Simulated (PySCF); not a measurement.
Species: C4H8O3S.
Atom-mapped SMILES: `[CH3:1][S:2](=[O:3])(=[O:4])[CH:5]1[CH2:6][O:7][CH2:8]1` (hydrogens: H9, H10, H11 on C1; H12 on C5; H13, H14 on C6; H15, H16 on C8)

Computed with PySCF at PBE0/def2-SVPD, non-relativistic, on one gas-phase PBE0-D3(BJ)/def2-SVP geometry that isn't relaxed in the solvent. The solvent is an IEF-PCM continuum (Bondi radii, 1.10 Å for H, scaled by 1.2). Specific hydrogen bonds and non-electrostatic terms are outside this model.

Gas phase at PBE0/def2-SVPD: HOMO -8.02 eV, LUMO 0.21 eV, dipole 3.22 D.

Q: What does the continuum do to the energy, the frontier levels and the dipole at PBE0/def2-SVPD in benzene and acetonitrile?

A: 
| solvent | ε | E(solvent) − E(gas) (kJ/mol) | polarisation term (kJ/mol) | distortion of the solute (kJ/mol) | HOMO (eV) | LUMO (eV) | dipole (D) |
| --- | --- | --- | --- | --- | --- | --- | --- |
| benzene | 2.271 | -24.64 | -26.55 | 1.91 | -7.87 | 0.42 | 3.67 |
| acetonitrile | 35.69 | -52.74 | -61.78 | 9.04 | -7.73 | 0.50 | 4.20 |

The first energy column is the sum of the next two and covers electrostatics alone. The atom shares or the degeneracy of the LUMO differ from the gas phase in acetonitrile, so that column needn't follow one orbital. From benzene to acetonitrile the lowering changes by a factor 2.14, Onsager's factor (ε − 1)/(2ε + 1) by 2.09 and ε itself by 15.7.

Q: Which radius a makes the point-dipole formula ΔE = −[(ε − 1)/(2ε + 1)]·μ²/a³ give the value in acetonitrile, with the gas-phase dipole?

A: μ = 1.267 au and |ΔE| = 0.02009 Eh give a = 1.78 Å; the farthest nucleus lies 2.89 Å from the centroid of the nuclei, so such a sphere wouldn't even hold the nuclei. The formula assumes a rigid point dipole at the centre of a sphere.

Q: How does the static polarisability (PBE0/def2-SVPD, frozen core, with the continuum's full static response) change?

A: 
```
      medium  isotropic (au)  principal values (au)  ⟨r²⟩ of the electrons (bohr²)
         gas            75.5       71.5, 74.7, 80.3                         1025.1
     benzene            85.8       81.4, 85.6, 90.4                         1025.3
acetonitrile           101.3     97.1, 102.8, 104.1                         1025.6
```

The isotropic value in acetonitrile is 1.34 times the gas-phase one; no cavity-field correction is applied. ⟨r²⟩ is taken about the centre of nuclear charge.

Shape of the structure used: `[CH3:1][S:2](=[O:3])(=[O:4])[CH:5]1[CH2:6][O:7][CH2:8]1`: C1–S2–C5–C6 -47°.
